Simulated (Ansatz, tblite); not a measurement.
Cost and result up the ladder for (4-methoxyphenyl)phenyliodonium mesylate, `COc1ccc([I+]c2ccccc2)cc1.CS(=O)(=O)[O-]` (35 atoms). Total charge 0; singlet. Geometry: PBE-D4/def2-SVP.

```xyz
35

C    -3.120   -2.074    1.685
O    -2.632   -1.049    2.561
C    -1.326   -0.745    2.488
C    -0.401   -1.488    1.725
C     0.910   -1.032    1.576
C     1.276    0.151    2.224
I     3.062    1.064    1.533
C     2.123    2.068   -0.159
C     2.230    3.460   -0.242
C     1.512    4.086   -1.276
C     0.706    3.327   -2.141
C     0.625    1.933   -2.003
C     1.364    1.267   -1.006
C     0.402    0.888    3.046
C    -0.901    0.411    3.195
H    -2.762   -3.076    2.007
H    -2.789   -1.904    0.639
H    -4.222   -2.035    1.758
H    -0.695   -2.360    1.112
H     1.557   -1.565    0.860
H     2.829    4.050    0.466
H     1.569    5.181   -1.381
H     0.125    3.834   -2.927
H    -0.029    1.307   -2.629
H     1.305    0.157   -0.955
H     0.712    1.820    3.538
H    -1.632    0.956    3.809
C    -0.222   -2.663   -3.300
S    -0.240   -2.006   -1.609
O    -0.874   -3.094   -0.785
O     1.230   -1.774   -1.284
O    -1.033   -0.730   -1.659
H    -1.268   -2.852   -3.604
H     0.248   -1.914   -3.965
H     0.360   -3.602   -3.299
```

Ansatz on 2 threads of AMD EPYC 7R13 on a shared host and a share (18 GiB) of an NVIDIA H100 80GB HBM3; xTB runs through tblite on one thread. Times are rough, summed over both states, and most runs start from the orbitals of an earlier one. No level here is sound enough to serve as a yardstick. The other state is a doublet.

In the def2 sets I takes a core potential; there is no spin–orbit coupling. The xTB rows come from tblite. Single mean-field runs in def2-TZVP are fitted with def2-universal-jkfit. HOMO above LUMO, or a gap near zero within one spin, warns that the state may not be the lowest or that an electron is smeared out. In the singlet geometry the species has come apart into loosely held pieces. In the doublet geometry the species has come apart into loosely held pieces.

Run but left out: PBE-QIDH/def2-TZVP (singlet: restricted singlet, unstable in another Hartree–Fock run and untested here).

Raw xTB energies of ions are shifted by several eV.

| level | functions | wall time | vertical IE (eV) | remarks |
| --- | --- | --- | --- | --- |
| GFN2-xTB | 105 | 0.15 s | 12.27 | – |
| GFN1-xTB | 120 | 0.17 s | 13.60 | – |
| PBE-D4/def2-TZVP | 735 | 26 s | 7.33 | gap within one spin near zero (+1 doublet), restricted SCF unstable in HF (singlet) |
| PBE0-D4/def2-TZVP (with forces) | 735 | 32 s | 7.93 | restricted SCF unstable in HF (singlet) |
